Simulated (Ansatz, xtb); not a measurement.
Relaxing a trial structure of CH3F3InN

The starting geometry of this gas-phase singlet was built from a drawn formula by distance geometry and a force field; its bonds are those of `F[C@@H]1[NH2+][In-]1([F])[F]`.

```tsv
atom	x (Å)	y (Å)	z (Å)
C	-1.6534	-0.2423	-0.5948
F	-1.8917	0.6423	-1.6118
F	-3.6009	1.8957	1.5913
F	-1.8122	-0.5879	2.9636
In	-2.2080	0.4983	1.3856
N	-2.8665	-0.8889	-0.1601
H	-0.7754	-0.9046	-0.7101
H	-3.6927	-0.6067	-0.7605
H	-2.7344	-1.8478	-0.0020
```

Problem. Where would you expect an optimisation with r2SCAN-D4/def2-SVP to take it?

Solution. A bond breaks, leaving `N[C@@H](F)[In]([F])[F]`. Contacts that open: In5–N6 (2.18 → 2.92 Å).

The energy falls by 1.03 eV over 23 steps:

```json
{"step": "1", "E − E(last) (eV)": "1.026"}
{"step": "3", "E − E(last) (eV)": "0.430"}
{"step": "6", "E − E(last) (eV)": "0.166"}
{"step": "8", "E − E(last) (eV)": "0.047"}
{"step": "11", "E − E(last) (eV)": "0.012"}
{"step": "13", "E − E(last) (eV)": "0.006"}
{"step": "16", "E − E(last) (eV)": "0.001"}
{"step": "18", "E − E(last) (eV)": "0.000"}
{"step": "21", "E − E(last) (eV)": "0.000"}
{"step": "23", "E − E(last) (eV)": "0.000"}
```

Final geometry (Å):

```tsv
atom	x (Å)	y (Å)	z (Å)
C	-1.8364	-0.5420	-0.2984
F	-1.3752	0.4088	-1.2279
F	-3.8626	1.4116	1.7788
F	-1.0668	0.7985	3.2176
In	-2.1184	0.5204	1.5936
N	-3.0630	-1.1307	-0.6170
H	-1.0457	-1.3023	-0.2086
H	-3.8356	-0.4715	-0.6978
H	-3.0314	-1.7348	-1.4392
```

From the same start GFN2-xTB ends elsewhere, in pieces: CH2FN + FIn + FH.

The end wasn't checked by frequencies. Atoms past krypton carry core potentials, without spin–orbit terms. Run with Ansatz 0.2.0, 78 s on 2 threads of Arm Neoverse V1, with other jobs on the host.
